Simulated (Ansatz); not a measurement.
Single points on the cluster GeSb₂⁺.

```yaml
crystal:
  periodic: [false, false, false]
  atoms:
    - {symbol: Sb, position_ang: [0.553699, -1.364377, 0.468599]}
    - {symbol: Sb, position_ang: [0.753601, 1.256064, 0.492012]}
    - {symbol: Ge, position_ang: [-1.307301, 0.108311, -0.960610]}
basis:
  gaussian: {orbitals: def2-TZVP, initial_orbitals: start.molden}
total_charge: 1
magnetization: {spin_polarized: true, initial_magnetization: 1}
hamiltonian: {xc: pbe0, dispersion: d4}
scf: {omitted_lower_state_checks: [starts]}
output: {orbitals: {seedname: orbitals}}
```

The file start.molden holds the orbitals of an earlier run on this structure, at another level or in another basis.

```sh
$ ansatz run in.yaml --threads 2 --pin off --events-out ev --progress --plain --max-ram 4352MiB
```

Shortened log:

```
Functional definition: PBE0
1253 factors; integrals over basis functions are off by at most 7.7e-4 eV
mean field evaluation 1: about -69580.2911 eV, gradient 6.8e0 eV
mean field evaluation 2: about -69580.3881 eV, gradient 1.3e-1 eV
mean field evaluation 4: about -69580.4446 eV, gradient 1.5e-3 eV
mean field evaluation 8: about -69580.4446 eV, gradient 1.8e-5 eV
mean field -69580.44457122 eV, -2557.0341746732 hartree, gradient 1.8e-5 eV, S^2 0.756619; 0 other end points of the search recorded, 0 dependent functions left out
reference -69580.44459719 eV, -2557.0341756275 hartree; 39, 38 occupied and 109, 110 virtual orbitals, 1253 factors
Total energy: -69580.57637520 eV, -2557.0390183799 hartree
Checks for a lower state left out: starts
```

It took 6 s on 2 threads of Arm Neoverse V2 on a shared host.

The first input with `hamiltonian: {xc: pbe, dispersion: d4}` (abridged; 3.1 s):

```
Functional definition: PBE
mean field -69578.84080021 eV, -2556.9752371755 hartree, gradient 2.7e-5 eV, S^2 0.753361
Total energy: -69578.99619742 eV, -2556.9809479178 hartree
Checks for a lower state left out: starts
```

Geometry: PBE-D4/def2-TZVP.

In the def2 sets Sb takes a core potential; there is no spin–orbit coupling. The structure comes from a short search, and lower isomers may exist.
